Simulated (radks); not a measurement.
Results of a calculation; reference values are marked as such.
Task: Neutral nitrogen, 7 electrons, occupied as [He] 2s2 2p3. Code: a radial shooting solver on a logarithmic mesh with Libxc functionals. Model: scalar-relativistic Kohn-Sham, PBEsol, spin-unpolarised, spherical densities, finite nucleus; Fermi nuclear charge, rms radius 2.5582 fm; hard spherical wall at 3.5 bohr. Some entries of the table are withheld. Estimate them.

| orbital | occ. | eigenvalue (eV) | <r> (bohr) |
|---|---|---|---|
| 1s | 2 | -377.8961 | (1) |
| 2s | 2 | -15.1627 | (2) |
| 2p | 3 | -3.2187 | 1.303 |
| 3s | 0 | (3) | 2.038 |
| 3d | 0 | (4) | 2.096 |
| 3p | 0 | 29.6115 | 1.926 |

Result: 
(1) 1s <r> (bohr): 0.2304
(2) 2s <r> (bohr): 1.286
(3) 3s eigenvalue (eV): 25.2113
(4) 3d eigenvalue (eV): 25.8846
